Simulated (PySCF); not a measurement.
Precursor series Ti Cl-OH. Isolated molecules, 0 K electronic values unless said otherwise. One relaxed conformer stands for each flexible species; it need not be the lowest.

The numbers are results of PySCF 2.14.0 with TPSSh-D3(BJ)/def2-TZVP // BP86-D3(BJ)/def2-SVP, not measurements. All candidates: neutral, multiplicity 1. 

```yaml
HOMO: -8.06 eV
LUMO: -1.79 eV
HOMO–LUMO gap: 6.27 eV
```

**Question.** Identify which member has these values.
A) [Ti(Cl)4]
B) [Ti(OH)4]
C) [Ti(Cl)2(OH)2]
D) [Ti(Cl)3(OH)]

**Answer.** B, [Ti(OH)4]. The others give [Ti(Cl)4]: -8.92 eV, -4.32 eV, 4.61 eV; [Ti(Cl)3(OH)]: -8.48 eV, -3.70 eV, 4.78 eV; [Ti(Cl)2(OH)2]: -8.10 eV, -3.06 eV, 5.04 eV
